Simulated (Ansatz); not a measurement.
BF2, SMILES F[B]F, multiplicity 2.

Geometry optimised at B3LYP-D3(BJ)/def2-TZVP. The isomer is the one that the SMILES or the coordinates give; other isomers of the formula were not compared.

Two levels are set side by side: PBE/def2-TZVPD (Ansatz, a first-principles code) and CAM-B3LYP/def2-TZVPD (Ansatz). Energy differences of separate SCF runs at the same geometry; the states with an electron removed or added have multiplicity 1 and 1. Differences are taken from unrounded values.

| quantity | CAM-B3LYP | PBE | PBE minus CAM-B3LYP |
|---|---|---|---|
| vertical ionisation energy (eV) | 10.54 | 10.21 | -0.33 |
| vertical electron affinity (eV) | 0.75 | 0.70 | -0.05 |
